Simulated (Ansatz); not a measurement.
Start from `[NH2][Sn]([Cl])([Cl])[Cl]` and change one atom or group to get `[Cl][Sn]([Cl])([Cl])[I]`.

Ansatz, PBE0-D4/def2-TZVP geometries, multiplicity 1. Each molecule was computed in one conformer, which needn't be the lowest.

Elements past krypton have def2 core potentials.

| property | `[NH2][Sn]([Cl])([Cl])[Cl]` |
| --- | --- |
| size of the dipole moment (B3LYP/def2-TZVPP) / D | 2.54 |
| zero-point energy (PBE0-D4/def2-TZVP) / kJ/mol | 76.0 |
| ideal-gas entropy at 298 K and 1 bar (rigid rotor, harmonic PBE0-D4/def2-TZVP) / J/(mol·K) | 400 |
| size of the dipole moment (PBE/def2-TZVPP) / D | 2.53 |
| HOMO–LUMO gap (B3LYP/def2-TZVPP) / eV | 5.64 |
| size of the dipole moment (ωB97M-V/def2-TZVPP) / D | 2.51 |

What does the change do to each property? (Estimate.)

Computed: 
```csv
property,`[Cl][Sn]([Cl])([Cl])[I]`,shift
size of the dipole moment (B3LYP/def2-TZVPP) / D,1.44,-1.10
zero-point energy (PBE0-D4/def2-TZVP) / kJ/mol,11.2,-64.8
"ideal-gas entropy at 298 K and 1 bar (rigid rotor, harmonic PBE0-D4/def2-TZVP) / J/(mol·K)",399,-1
size of the dipole moment (PBE/def2-TZVPP) / D,1.38,-1.15
HOMO–LUMO gap (B3LYP/def2-TZVPP) / eV,4.69,-0.95
size of the dipole moment (ωB97M-V/def2-TZVPP) / D,1.39,-1.12
```

The zero-point energy changes by -64.8 kJ/mol with -6 modes. Dipoles are sizes alone; their direction can turn. Modes under 60 cm⁻¹, often nearly free rotors, make the harmonic entropy too high.

B3LYP here is the variant with VWN-RPA as its local correlation; programs differ in this.

Spin–orbit coupling is left out; it splits and shifts lone-pair levels of the heavy atoms by tenths of an eV.
